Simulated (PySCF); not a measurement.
NaF, SMILES [F][Na]. Atoms are numbered in the order given.

```xyz
2

Na     0.0000     0.0000    -0.8710
F      0.0000     0.0000     1.0646
```
Charge 0, spin multiplicity 1.

The structure is a stationary point at B3LYP-D3(BJ)/def2-TZVPD.

Two levels are set side by side: PBE/pcSseg-2 (PySCF) and B3LYP/pcSseg-2 (PySCF). GIAO shifts against CFCl3 (¹⁹F) at the same level; non-relativistic, no solvent, atoms listed together averaged. Differences are taken from unrounded values.

```json
[
 {"quantity": "δ(¹⁹F) of F2 (ppm)", "PBE": "-290.3"}
]
```

### Question
These are the PBE values. What does B3LYP give? (Estimate from the structure and the level; the computed values follow.)

### Answer

```json
[
 {"quantity": "δ(¹⁹F) of F2 (ppm)", "B3LYP": "-277.6", "PBE minus B3LYP": "-12.7"}
]
```

Rough cost on one machine, each run with all the roots and properties that it gave: B3LYP against PBE within a factor of 2.
